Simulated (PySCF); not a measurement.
## Electronic absorption of C6H12O2Si

Compound: C₆H₁₂O₂Si.
SMILES: `[C@@H]1(C(C)=O)COCC[SiH2]1`

Method: TDDFT CAM-B3LYP/def2-SVPD, vertical, gas phase, core orbitals frozen in the response in PySCF 2.14.0, density-fitted response routines. One conformer (not necessarily the lowest) at the PBE0-D3(BJ)/def2-SVP geometry, without solvent, vibrations or thermal averaging.

```
state  E (eV)  λ (nm)       f  main configurations (H = HOMO, L = LUMO)
   S1    4.53   273.8  0.0010                    H→L (78%), H-1→L (11%)
   S2    6.85   180.9   0.049                    H-1→L (76%), H→L (12%)
   S3    6.91   179.5   0.020                  H→L+2 (46%), H→L+1 (41%)
   S4    7.26   170.8   0.010   H→L+2 (25%), H→L+1 (24%), H-1→L+1 (18%)
   S5    7.41   167.2   0.101                               H-2→L (82%)
   S6    7.56   164.1   0.018   H-1→L+1 (38%), H→L+2 (14%), H→L+1 (13%)
   S7    7.73   160.4  0.0087                H-1→L+2 (59%), H→L+4 (20%)
   S8    7.82   158.5  0.0034   H→L+4 (32%), H→L+3 (13%), H-1→L+1 (12%)
   S9    7.92   156.6  0.0043     H→L+5 (29%), H→L+3 (25%), H→L+4 (18%)
  S10    8.01   154.8   0.022    H→L+5 (29%), H-2→L+1 (10%), H→L+3 (9%)
```

Triplets, Tamm–Dancoff:

```csv
state,E (eV),λ (nm),"main configurations (H = HOMO, L = LUMO)"
T1,3.99,310.4,"H→L (76%), H-1→L (12%)"
T2,5.82,213.2,"H-2→L (30%), H-5→L (18%), H-1→L (17%)"
T3,6.79,182.5,"H→L+2 (42%), H→L+1 (40%)"
T4,6.86,180.7,"H-1→L (51%), H→L (14%), H→L+2 (9%)"
```

The lowest singlet comes at 274 nm (437 kJ/mol) in the ultraviolet; it is very weak; its leading configuration is HOMO→LUMO (78%). The most intense listed level is S5 at 7.41 eV (167 nm, f = 0.101), 2.88 eV above S1. Löwdin shares by element: HOMO oxygen 58%, carbon 20% or more (atoms not listed hold the other 23%); LUMO carbon 47% or more, oxygen 28% or more (atoms not listed hold the other 24%). Weighted by f, the mean energy of these states is 7.33 eV. The listed states span 3.48 eV, and the widest gap between neighbours is 2.32 eV (S1 to S2). The oscillator strengths of these states sum to 0.237; summed over the whole spectrum of an exact calculation they would give the number of electrons, 78 (Thomas–Reiche–Kuhn). No computed singlet lies in the visible range (380 to 750 nm); the lowest, at 274 nm, stands 1.27 eV above its violet end (3.26 eV). The vertical ionisation energy (ΔSCF) is 9.27 eV, 1.26 eV above S10. The window holds the lowest 10 singlets.
